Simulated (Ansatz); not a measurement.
System: H₂BO, charge 0, doublet. H2BO (SMILES [BH]O, doublet).
B3LYP-D3(BJ)/def2-TZVP minimum from Ansatz (a program for electronic structure):
```xyz
4

B     -0.4730    -0.6229     0.1195
H     -1.3395    -0.8031    -0.6929
O      0.4179     0.3657     0.0926
H      0.3614     0.9919    -0.6451
```
Charge 0, spin multiplicity 2.

Total energies in aug-cc-pVTZ, 11 correlated electrons, 2 frozen orbitals. Radicals and triplets start from unrestricted determinants; spin-orbit coupling is neglected. Correlated methods leave the cores frozen. No relativity.

```csv
method,program,energy (Eh),minus CCSDT(Q) (mEh)
HF,Ansatz,-100.72863,352.05
MP2,Ansatz,-101.05488,25.80
CCSD,Ansatz,-101.06746,13.22
CCSD(T),Ansatz,-101.07975,0.94
CCSDT(Q),Ansatz,-101.08068,0.00
```

Rough core times of Ansatz's runs on a shared machine: CCSD(T) 20 s, CCSDT(Q) 50 min.
